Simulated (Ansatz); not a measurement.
`[F][Ti]([F])([I])[I]` + HCl → `[F][Ti]([F])([Cl])[I]` + HI at 700 K and 1 bar (ligand exchange at a Ti–I bond).

Computed with Ansatz on PBE0-D4/def2-TZVP structures; ΔE is electronic, products minus reactants. CCSD(T)/CBS adds triple-zeta CCSD(T) − MP2 to the extrapolated MP2 energy (def2 sets, frozen cores). This one scheme is used for every species. Elements past krypton have def2 core potentials. For I, Ti outer-core shells are correlated without core-valence functions, which leaves a few kJ/mol of doubt a bond. Scalar relativity is left out up to krypton.

```json
{"species": "`[F][Ti]([F])([I])[I]`", "CCSD(T)/CBS energy (Eh)": "-1643.63566", "H − E (kJ/mol)": "78.7", "S (J/(mol·K))": "469.8"}
{"species": "HCl", "CCSD(T)/CBS energy (Eh)": "-460.38127", "H − E (kJ/mol)": "38.4", "S (J/(mol·K))": "211.8"}
{"species": "`[F][Ti]([F])([Cl])[I]`", "CCSD(T)/CBS energy (Eh)": "-1805.98222", "H − E (kJ/mol)": "79.0", "S (J/(mol·K))": "454.6"}
{"species": "HI", "CCSD(T)/CBS energy (Eh)": "-298.03592", "H − E (kJ/mol)": "34.6", "S (J/(mol·K))": "231.7"}
```

H − E and S are ideal-gas, rigid-rotor, harmonic terms from PBE0-D4/def2-TZVP. 1 Eh = 2625.50 kJ/mol, R = 8.31446 J/(mol·K).

Question: By hand: ΔE, ΔH, ΔS and ΔG.

Answer: ΔE = (-1805.98222) + (-298.03592) − (-1643.63566) − (-460.38127) = -0.00121 Eh = -3.2 kJ/mol. Δ(H − E) = 79.0 + 34.6 − 78.7 − 38.4 = -3.5, so ΔH = -6.7 kJ/mol. ΔS = 454.6 + 231.7 − 469.8 − 211.8 = 4.7 J/(mol·K). ΔG = -6.7 − 700 × (4.7)/1000 = -10.0 kJ/mol.

Question: By hand: the equilibrium constant, and the temperature at which ΔG would vanish if ΔH and ΔS stayed fixed.

Answer: log₁₀ K = −ΔG/(RT ln 10) = 0.7. ΔH and −TΔS have one sign here, so there is no such temperature. One of them is within its doubt of zero, so this could turn.

TΔS isn't small against ΔH here. A doubt of 5 kJ/mol in ΔE shifts log₁₀ K by 0.4 here. These are equilibria of isolated gas molecules and say nothing of rates. Largest T1 diagnostic: 0.023 (customary marks: 0.02 for closed shells, 0.045 for open ones).
